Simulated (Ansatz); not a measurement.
`C#C[Si](F)([AlH2])S`, relaxed with RKS PBE-D4/def2-SVP in the Gaussian-basis code of Ansatz from a rough embedded geometry. The force threshold is 0.03 eV/Å; the program also tests the step.

The species carries charge 0 and has multiplicity 1.

Start:

```xyz
10

C    -2.214   -1.408    0.500
C    -1.353   -0.516    0.373
Si   -0.120    0.836    0.143
F    -0.997    2.151   -0.397
Al    1.456    0.163   -1.473
S     0.833    1.218    2.022
H    -2.873   -2.211    0.657
H     2.621    1.120   -1.849
H     1.335   -1.274   -2.095
H     1.312   -0.078    2.119
```

| step | energy (eV) | largest force (eV/Å) | largest move (Å) |
| --- | --- | --- | --- |
| 1 | -30136.3851 | 2.721 | 0.000 |
| 2 | -30136.5442 | 0.911 | 0.194 |
| 3 | -30136.5778 | 0.747 | 0.096 |
| 4 | -30136.6018 | 0.326 | 0.200 |
| 5 | -30136.6258 | 0.264 | 0.127 |
| 6 | -30136.6339 | 0.681 | 0.190 |
| 7 | -30136.6761 | 0.177 | 0.200 |
| 8 | -30136.6952 | 0.129 | 0.124 |
| 9 (rejected) | -30136.6761 | 0.897 | 0.194 |
| 10 | -30136.7079 | 0.079 | 0.097 |
| 11 | -30136.7144 | 0.100 | 0.090 |
| 12 (rejected) | -30136.7117 | 0.170 | 0.088 |
| 13 | -30136.7164 | 0.035 | 0.043 |
| 14 | -30136.7177 | 0.039 | 0.070 |
| 15 | -30136.7187 | 0.122 | 0.112 |
| 16 | -30136.7196 | 0.120 | 0.050 |
| 17 | -30136.7206 | 0.171 | 0.118 |
| 18 | -30136.7218 | 0.114 | 0.021 |
| 19 | -30136.7238 | 0.184 | 0.070 |
| 20 | -30136.7250 | 0.022 | 0.050 |
| 21 | -30136.7253 | 0.053 | 0.083 |
| 22 | -30136.7256 | 0.024 | 0.018 |

End:

```xyz
10

C    -2.089   -1.495    0.627
C    -1.281   -0.586    0.439
Si   -0.027    0.706    0.089
F    -0.856    2.107   -0.195
Al    1.537    0.180   -1.739
S     1.195    0.881    1.866
H    -2.804   -2.291    0.798
H     2.807    1.129   -1.962
H     1.308   -1.119   -2.648
H     0.211    0.488    2.726
```

Hardware: 4 threads of a server CPU on a shared host. Wall time 26 s, peak host memory 0.2 GiB.
